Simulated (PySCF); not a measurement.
Species: C5H7BO2.
Atom-mapped SMILES: `[OH:1][B:2]([OH:3])[C:4]1=[CH:5][CH2:6][CH:7]=[CH:8]1` (hydrogens: H9 on O1; H10 on O3; H11 on C5; H12, H13 on C6; H14 on C7; H15 on C8)

All values: PBE0/pcSseg-1 and B3LYP/def2-SVPD (PySCF, non-relativistic), on one gas-phase PBE0-D3(BJ)/def2-SVP geometry that isn't relaxed in the solvent. The solvent is an IEF-PCM continuum (Bondi radii, 1.10 Å for H, scaled by 1.2). The model holds no explicit solvent molecules, cavitation or dispersion.

Gas phase at PBE0/pcSseg-1: HOMO -6.19 eV, LUMO -0.67 eV, dipole 2.07 D.

**Question.** What does the continuum do to the energy, the frontier levels and the dipole at PBE0/pcSseg-1 in benzene and tetrahydrofuran?

**Answer.** 
```
        solvent      ε  E(solvent) − E(gas) (kJ/mol)  polarisation term (kJ/mol)  distortion of the solute (kJ/mol)  HOMO (eV)  LUMO (eV)  dipole (D)
        benzene  2.271                        -18.31                      -19.38                               1.07      -6.28      -0.73        2.21
tetrahydrofuran  7.426                        -34.68                      -38.63                               3.95      -6.39      -0.81        2.30
```

The first energy column is the sum of the next two and covers electrostatics alone. From benzene to tetrahydrofuran the lowering changes by a factor 1.89, Onsager's factor (ε − 1)/(2ε + 1) by 1.77 and ε itself by 3.3.

**Question.** Which radius a makes the point-dipole formula ΔE = −[(ε − 1)/(2ε + 1)]·μ²/a³ give the value in tetrahydrofuran, with the gas-phase dipole?

**Answer.** μ = 0.816 au and |ΔE| = 0.01321 Eh give a = 1.45 Å; the farthest nucleus lies 3.58 Å from the centroid of the nuclei, so such a sphere wouldn't even hold the nuclei. The formula assumes a rigid point dipole at the centre of a sphere.

**Question.** Which Hirshfeld charges (PBE0/pcSseg-1) respond most in benzene (means over atoms taken as equivalent)?

**Answer.** 
```tsv
atoms	environment	gas (e)	solvent (e)	change
H9/H10	hydroxyl hydrogen	+0.175	+0.185	+0.010
C8	alkene CH carbon	-0.060	-0.066	-0.006
C4	fully substituted alkene carbon	-0.096	-0.101	-0.005
O1/O3	boron-bound oxygen	-0.256	-0.261	-0.005
H12/H13	methylene hydrogen	+0.055	+0.059	+0.004
B2	three-coordinate boron	+0.234	+0.231	-0.003
```

**Question.** How do the nuclear quadrupole coupling constants eQVzz/h respond in benzene?

**Answer.** 
| nucleus | Q (barn) | gas (MHz) | solvent (MHz) | η gas | η solvent |
| --- | --- | --- | --- | --- | --- |
| 17O at O1 | -0.0256 | -8.79 | -8.47 | 0.20 | 0.19 |
| 11B at B2 | 0.04059 | 3.24 | 3.24 | 0.50 | 0.48 |
| 17O at O3 | -0.0256 | -8.88 | -8.56 | 0.23 | 0.23 |

Gas phase at B3LYP/def2-SVPD: HOMO -6.03 eV, LUMO -0.98 eV, dipole 1.81 D.

**Question.** What does the continuum do to the energy, the frontier levels and the dipole at B3LYP/def2-SVPD in benzene?

**Answer.** 
| solvent | ε | E(solvent) − E(gas) (kJ/mol) | polarisation term (kJ/mol) | distortion of the solute (kJ/mol) | HOMO (eV) | LUMO (eV) | dipole (D) |
| --- | --- | --- | --- | --- | --- | --- | --- |
| benzene | 2.271 | -16.28 | -17.44 | 1.16 | -6.08 | -1.00 | 1.99 |

**Question.** How does the static polarisability (B3LYP/def2-SVPD, frozen core, with the continuum's full static response) change?

**Answer.** 
```
 medium  isotropic (au)  principal values (au)  ⟨r²⟩ of the electrons (bohr²)
    gas            79.3      53.0, 81.3, 103.6                         1041.9
benzene            90.4      60.0, 93.9, 117.3                         1040.7
```

The isotropic value in benzene is 1.14 times the gas-phase one; no cavity-field correction is applied. ⟨r²⟩ is taken about the centre of nuclear charge.

Conformer computed: `[OH:1][B:2]([OH:3])[C:4]1=[CH:5][CH2:6][CH:7]=[CH:8]1`: O1–B2–C4–C5 -178°, H–O1–B2–O3 1°, H–O3–B2–O1 1°.
